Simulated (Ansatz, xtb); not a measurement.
## ClH3Se3Si: 6 structures ranked

6 gas-phase structures of ClH3Se3Si, from a drawn sample of its isomers (lower ones may exist). Each was relaxed with GFN2-xTB; where two conformers were screened, the lower at r2SCAN-D4/def2-SVP is listed:

A. `Cl[Si]([SeH])([SeH])[SeH]`, a singlet
B. `Cl[SiH2][Se][Se][SeH]`, a singlet
C. `[SiH3][Se][Se][Se]Cl`, a singlet
D. `Cl[Se][SiH2][Se][SeH]`, a singlet
E. `Cl[Se][Se][SiH2][SeH]`, a singlet
F. `Cl[Si@H]([SeH])[Se][SeH]`, a singlet

Q: Which do you expect lowest at r2SCAN-D4/def2-SVP, and how would the others follow?

A: Calculated order at r2SCAN-D4/def2-SVP: A (0.0), F (13.4), B (24.0), E (45.1), D (53.7), C (54.5) kcal/mol. Less than 1 kcal/mol parts D and C, so the order within that pair means little.

Energies above the lowest of each column, in kcal/mol; the last columns are at PBE0-D4/def2-SVP geometries and were run for some of them only (a dash: not run or not comparable):

```json
{"structure": "A", "GFN2-xTB": "22.0", "HF/STO-3G": "0.0", "r2SCAN-D4/def2-SVP": "0.0", "PBE0-D4/def2-SVP": "0.0", "CCSD(T)/def2-SVP + ΔMP2/def2-TZVPP": "0.0"}
{"structure": "F", "GFN2-xTB": "9.6", "HF/STO-3G": "6.7", "r2SCAN-D4/def2-SVP": "13.4", "PBE0-D4/def2-SVP": "14.6", "CCSD(T)/def2-SVP + ΔMP2/def2-TZVPP": "14.2"}
{"structure": "B", "GFN2-xTB": "0.0", "HF/STO-3G": "10.5", "r2SCAN-D4/def2-SVP": "24.0", "PBE0-D4/def2-SVP": "–", "CCSD(T)/def2-SVP + ΔMP2/def2-TZVPP": "–"}
{"structure": "E", "GFN2-xTB": "13.5", "HF/STO-3G": "28.1", "r2SCAN-D4/def2-SVP": "45.1", "PBE0-D4/def2-SVP": "–", "CCSD(T)/def2-SVP + ΔMP2/def2-TZVPP": "–"}
{"structure": "D", "GFN2-xTB": "16.6", "HF/STO-3G": "31.6", "r2SCAN-D4/def2-SVP": "53.7", "PBE0-D4/def2-SVP": "–", "CCSD(T)/def2-SVP + ΔMP2/def2-TZVPP": "–"}
{"structure": "C", "GFN2-xTB": "6.8", "HF/STO-3G": "33.3", "r2SCAN-D4/def2-SVP": "54.5", "PBE0-D4/def2-SVP": "–", "CCSD(T)/def2-SVP + ΔMP2/def2-TZVPP": "–"}
```

CCSD(T)/def2-SVP + ΔMP2/def2-TZVPP puts A lowest of those it was run on; GFN2-xTB picks B. Flexible structures stand in one conformer each, not always the lowest. Frequencies (GFN2-xTB) were run for A, F alone. ΔMP2 is the change of the MP2 energy from the smaller to the larger basis.

Over these structures GFN2-xTB departs from r2SCAN-D4/def2-SVP by 19.6 kcal/mol on average once a common shift is removed. A GFN2-xTB relaxation took about 0.14 s and the r2SCAN-D4/def2-SVP energy about 2.6 s on a shared host (Ansatz 0.2.0, xtb 6.7.1).
